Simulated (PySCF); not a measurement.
Compound: C6H9ClO.
Cartesian coordinates in Å at the GFN2-xTB level; atoms count from 1:
```
atom  x, y, z in Å
C1    -1.7936   -0.5808   -0.9994
C2    -1.2988    0.4768   -0.0844
C3    -0.1928    0.4340    0.6701
C4     0.7702   -0.7263    0.7098
C5     1.8527   -0.5691   -0.3590
C6     0.2133    1.5456    1.5273
O7     1.1286    1.5709    2.2878
Cl8   -0.7861    3.0176    1.3889
H9    -2.7867   -0.8991   -0.6814
H10   -1.1397   -1.4452   -1.0432
H11   -1.8983   -0.1670   -2.0023
H12   -1.9217    1.3601   -0.0423
H13    0.2352   -1.6645    0.5631
H14    1.2432   -0.7532    1.6922
H15    1.4094   -0.5049   -1.3502
H16    2.5304   -1.4187   -0.3341
H17    2.4278    0.3357   -0.1797
```

Method: TDDFT B3LYP/def2-SVPD, vertical, gas phase, core orbitals frozen in the response (PySCF).

Ground-to-excited transition dipoles (e·a0, same axes as the geometry; the sign carries no meaning), for the states with f of 0.002 or more among the lowest 8:

```
state  E (hartree)      μx      μy      μz
   S2       0.1932  -0.703  -0.686  -0.786
   S3       0.2014   0.185   0.201   0.143
   S4       0.2199  -0.656  -0.161  -0.542
   S6       0.2454   0.131  -0.027   0.003
   S7       0.2555  -0.123   0.148   0.006
   S8       0.2652  -0.004  -0.090  -0.063
```

Question: What oscillator strength does each state have?

Answer: f = (2/3) ΔE |μ|² with ΔE in hartree (27.2114 eV).

```csv
state,|μ|² (au),|μ| (D),f
S2,1.582,3.20,0.204
S3,0.095,0.78,0.013
S4,0.750,2.20,0.110
S6,0.018,0.34,0.003
S7,0.037,0.49,0.006
S8,0.012,0.28,0.002
```

Question: What angle do the transition dipoles of S2 and S3 make?

Answer: |cos θ| = |μa·μb| / (|μa| |μb|) = 0.98, so θ ≈ 11° (taken between 0 and 90°, since the signs are arbitrary).

Question: How is the summed strength of these states shared among x, y and z?

Answer: (2/3) Σ ΔE μα² gives 0.137 for x, 0.075 for y and 0.126 for z, 0.338 in all.

Question: What peak molar absorption coefficient would the strongest computed level give as a lone Gaussian band 0.3 eV wide at half height?

Answer: ε(max) = 2.175×10⁸ f / FWHM, with the width in cm⁻¹. S2: 2.175×10⁸ × 0.2038 / 2420 ≈ 18000 L mol⁻¹ cm⁻¹.

Time: 53 s wall; peak memory 0.96 GiB. Hardware: an Intel Xeon Platinum 8488C with one thread, no GPU, shared host with 192 logical CPUs at a one-minute load of 41.

One conformer stands for the species.
